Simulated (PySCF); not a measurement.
Ru(CO)3 (C₃O₃Ru), SMILES [O+]#[C-]->[Ru](<-[C-]#[O+])<-[C-]#[O+], multiplicity 1. The structure is a stationary point at PBE0-D3(BJ)/def2-SVP. The spin state was assumed, not searched. The def2 effective core potentials stand for the cores of Ru; spin–orbit coupling is left out.

Problem. Give the equilibrium geometry at PBE0-D3(BJ)/def2-SVP (PySCF confirms it by a frequency run) as Cartesian coordinates in Å, and its point group. (The exact figures need the calculation; the answer reports its results.)

Solution. point group Cs.
```xyz
7

Ru    -0.3526    -0.3601     0.0000
O      0.7692    -0.4893     2.8315
C      0.2268    -0.4374     1.8232
O      0.7692    -0.4893    -2.8315
C      0.2268    -0.4374    -1.8232
O      0.1027     2.5541     0.0000
C     -0.0559     1.4150     0.0000
```
Charge 0, spin multiplicity 1.
